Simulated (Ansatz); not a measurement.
Mulliken charges of `[F][Ti]([SH])([Cl])[Cl]` from ωB97M-V/def2-TZVPP in Ansatz (PBE0-D4/def2-TZVP geometry).

```
atom   x (Å)   y (Å)   z (Å)  charge (e)
  F1  -1.566   0.056   0.865      -0.340
 Ti2  -0.317   0.050  -0.340       0.670
  S3   1.590  -0.641   0.661      -0.158
 Cl4  -0.712  -1.332  -1.966      -0.150
 Cl5  -0.049   2.063  -1.122      -0.157
  H6   1.096  -0.260   1.856       0.135
```

Question: By hand: the dipole of these point charges (1 e Å = 4.8032 D).

Answer: Σ q r = (0.331, -0.043, 0.095) e Å, of length 0.347 e Å = 1.67 D.

Question: How does the dipole of the full density compare? (Best estimate.)

Answer: The calculation gave: (0.077, -0.032, 0.188) e Å, 0.99 D; the point charges give 1.69 times that, at 51° from its direction.

Point charges leave out the atoms' own dipoles, such as those of lone pairs, and Mulliken's split depends on the basis, so the two needn't agree.
